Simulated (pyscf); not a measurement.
PySCF, gas phase, ωB97X-D3(BJ)/def2-SVP geometries.

What is the homolytic dissociation enthalpy (298 K, ωB97M-D3(BJ)/def2-TZVP) of the O–Si bond of HO–SiH(OH)–O–SiH₃, to HO–SiH•–OH + •O–SiH₃?

O–Si to HO–SiH•–OH + •O–SiH₃: 584.3 kJ/mol. The 7 functionals that were run give +536.2 (PBE) to +591.8 kJ/mol (M06-2X). •O–SiH₃ lies 104.0 kJ/mol over its isomer HO–SiH₂•, and others may lie lower still (electronic energy, ωB97M-D3(BJ)). Other isomers of HO–SiH•–OH were not searched in full and may lie lower.
